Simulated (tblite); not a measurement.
Compound: C₅H₁₄O₂Si₂.
SMILES with atom numbers: `[CH3:1][O:2][C@H:3]1[CH2:4][C@@H:5]([SiH2:6][O:7][SiH3:8])[CH2:9]1` (hydrogens: H10, H11, H12 on C1; H13 on C3; H14, H15 on C4; H16 on C5; H17, H18 on Si6; H19, H20, H21 on Si8; H22, H23 on C9)

Computed geometry: GFN2-xTB, gas phase.

What internal coordinates does the optimisation give?

| bond | length (Å) | order |
| --- | --- | --- |
| C1–O2 | 1.404 | single |
| O2–C3 | 1.404 | single |
| C3–C4 | 1.542 | single |
| C4–C5, C5–C9 | 1.543 | single |
| C5–Si6 | 1.895 | single |
| Si6–O7 | 1.617 | single |
| O7–Si8 | 1.618 | single |
| C3–C9 | 1.532 | single |
| C1–H10, C1–H11 | 1.092 | single |
| C1–H12 | 1.098 | single |
| C3–H13 | 1.101 | single |
| C4–H14, C9–H22 | 1.088 | single |
| C4–H15, C9–H23 | 1.088 | single |
| C5–H16 | 1.092 | single |
| Si6–H17, Si6–H18 | 1.464 | single |
| Si8–H19, Si8–H20, Si8–H21 | 1.462 | single |

Bonds in one row agree within 0.01 Å and their mean is given. Orders are formal, as drawn. A selection of angles:
| angle | degrees |
| --- | --- |
| O2–C1–H10 | 106.7 |
| O2–C1–H11 | 111.6 |
| H10–C1–H11 | 109.4 |
| C1–O2–C3 | 113.4 |
| O2–C3–C4 | 117.3 |
| O2–C3–C9 | 113.4 |
| O2–C3–H13 | 109.9 |
| C4–C3–C9 | 89.5 |
| C4–C3–H13 | 112.3 |
| C9–C3–H13 | 113.2 |
| C3–C4–C5 | 89.3 |
| C3–C4–H14 | 111.3 |
| C3–C4–H15 | 116.6 |
| C5–C4–H14 | 112.7 |
| C5–C4–H15 | 116.6 |
| H14–C4–H15 | 109.3 |
| C4–C5–Si6 | 116.5 |
| C4–C5–C9 | 89.2 |
| C4–C5–H16 | 110.1 |
| Si6–C5–H16 | 111.3 |
| C5–Si6–O7 | 108.3 |
| C5–Si6–H17 | 111.2 |
| O7–Si6–H17 | 107.1 |
| H17–Si6–H18 | 112.1 |
| Si6–O7–Si8 | 168.7 |
| O7–Si8–H19 | 106.3 |
| O7–Si8–H21 | 107.8 |
| H19–Si8–H20 | 112.5 |
| C3–C9–H22 | 110.4 |
| C3–C9–H23 | 116.3 |

Dihedral angles: C1–O2–C3–C4 76° (synclinal); O2–C3–C4–C5 128° (anticlinal); C3–C4–C5–Si6 -133° (anticlinal); C4–C5–Si6–O7 -178° (antiperiplanar); C4–C5–C9–C3 12° (synperiplanar); O2–C3–C9–C5 -132° (anticlinal).

The 4-membered ring C3–C4–C5–C9 has internal angles of 89.2° to 89.5° (sum 358°, against 360° for a flat polygon); it is puckered, 0.08 Å rms from its mean plane, widest ring torsion 12°. Si6 (oxygen-bound silicon) is tetrahedral (angles from 107.1° to 112.1°). Si8 (oxygen-bound silicon) is distorted tetrahedral (angles from 105.8° to 112.5°). Of the pairs four or more bonds apart, C4···H11 is among the closest relative to their van der Waals radii: 2.86 Å, 99 % of the sum of Bondi's values.

Point group: C1 (no symmetry element, even within 0.4 Å). Its GFN2-xTB frequencies are all real (lowest 16 cm⁻¹). The numbers are those of one conformer.

Hardware: one thread, Arm Neoverse N1 (aarch64), shared host with 64 logical CPUs at a one-minute load of 61. Cost: 2.2 s of wall time. That covers the optimisation of the geometry.
